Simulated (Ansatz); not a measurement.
Relaxation of CH₆AlClGeO (11 atoms, charge 0, multiplicity 1), to a largest force component of 0.02 eV/Å in at most 50 steps.

Theory: RKS PBE0/def2-SVP in Ansatz 0.2.0.

```xyz
11
Properties=species:S:1:pos:R:3:forces:R:3
O -1.710 1.307 0.243 0.25 0.48 -0.16
Ge -0.889 0.388 -1.000 -0.21 -0.35 -3.04
C 0.911 0.076 -0.431 1.11 1.51 2.96
Al 1.016 -1.016 1.239 -1.52 -0.37 1.62
Cl 1.744 1.624 -0.112 -0.92 -0.49 -0.54
H -1.964 0.721 0.952 -0.22 -0.24 0.68
H -1.578 -0.964 -1.206 -0.05 -0.20 0.12
H -0.825 1.190 -2.344 -0.37 0.09 0.56
H 2.345 -0.491 0.665 1.88 0.15 -1.53
H 1.668 -2.448 1.279 -0.36 -0.65 -0.11
H 0.193 -0.487 2.572 0.39 0.07 -0.57
```

Question: Where does it end, and by what steps?

Answer: The forces met the threshold. After 25 steps the energy has fallen by 5.701 eV; H9 moved furthest, 1.90 Å. Parted: Al4–H9. Joined: C3–H9, Al4–Cl5.

```csv
step,energy less start (eV),largest force component (eV/Å),accepted
0,0.0000,3.041,yes
1,-1.0776,1.751,yes
2,-1.7676,1.130,yes
3,-2.3471,1.659,yes
4,-3.1949,2.251,yes
5,-4.2134,2.044,yes
6,-4.7672,1.514,yes
7,-5.0799,1.271,yes
8,-5.2800,0.596,yes
9,-5.3981,0.514,yes
10,-5.4412,0.226,yes
11,-5.4512,0.247,yes
12,-5.4692,0.324,yes
13,-5.5045,0.485,yes
14,-5.5683,0.396,yes
15,-5.6346,0.280,yes
16,-5.6749,0.163,yes
17,-5.6869,0.123,yes
18,-5.6895,0.217,yes
19,-5.6967,0.106,yes
20,-5.6990,0.052,yes
21,-5.7001,0.025,yes
22,-5.7005,0.026,yes
23,-5.7007,0.040,yes
24,-5.7007,0.023,yes
25,-5.7007,0.004,yes
```

```xyz
11
Properties=species:S:1:pos:R:3
O -1.744 1.167 0.246
Ge -0.784 0.407 -1.044
C 0.878 -0.288 -0.286
Al 1.005 -0.858 1.599
Cl 1.899 1.114 0.438
H -1.779 0.638 1.052
H -1.518 -0.809 -1.653
H -0.568 1.530 -2.067
H 1.529 -0.774 -1.027
H 2.203 -1.783 2.062
H -0.212 -0.445 2.536
```

Run time: 100 s on 2 threads of Intel(R) Xeon(R) Platinum 8488C (Sapphire Rapids) (shared host), peak memory 0.35 GiB.
